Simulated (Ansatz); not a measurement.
`F[SiH]1N=C1S` + H₂ → `SC1=N[SiH2]1` + H–F at 400 K and 1 bar (hydrogenolysis of the Si–F bond).

Isolated molecules relaxed with PBE0-D4/def2-TZVP in Ansatz; ΔE leaves out vibrations. CCSD(T)/CBS adds triple-zeta CCSD(T) − MP2 to the extrapolated MP2 energy (def2 sets, frozen cores). This one scheme is used for every species. One conformer a species, not always the lowest.

```
       species  CCSD(T)/CBS energy (Eh)  H − E (kJ/mol)  S (J/(mol·K))
`F[SiH]1N=C1S`               -880.61507           108.9          347.9
            H₂                 -1.17544            38.0          139.0
`SC1=N[SiH2]1`               -781.35214           118.7          325.4
           H–F               -100.39570            36.5          182.2
```

H − E and S are ideal-gas, rigid-rotor, harmonic terms from PBE0-D4/def2-TZVP, for one conformer and one mirror image of each species. The MP2-based limit puts H₂ 0.8 mEh under its directly extrapolated value; such offsets cancel only in part. 1 Eh = 2625.50 kJ/mol, R = 8.31446 J/(mol·K).

Question: By hand: ΔE, ΔH, ΔS and ΔG.

Answer: ΔE = (-781.35214) + (-100.39570) − (-880.61507) − (-1.17544) = 0.04267 Eh = 112.0 kJ/mol. Δ(H − E) = 118.7 + 36.5 − 108.9 − 38.0 = 8.3, so ΔH = 120.3 kJ/mol. ΔS = 325.4 + 182.2 − 347.9 − 139.0 = 20.7 J/(mol·K). ΔG = 120.3 − 400 × (20.7)/1000 = 112.0 kJ/mol.

Question: By hand: the equilibrium constant, and the temperature at which ΔG would vanish if ΔH and ΔS stayed fixed.

Answer: log₁₀ K = −ΔG/(RT ln 10) = -14.6. ΔG = 0 at ΔH/ΔS = 5812 K, far beyond where these terms or the molecules hold.

ΔH outweighs TΔS. A doubt of 5 kJ/mol in ΔE shifts log₁₀ K by 0.7 here. Other conformers and mirror images would add mixing entropy, several J/(mol·K) or more a flexible species. These are equilibria of isolated gas molecules and say nothing of rates. Largest T1 diagnostic: 0.016 (customary marks: 0.02 for closed shells, 0.045 for open ones).
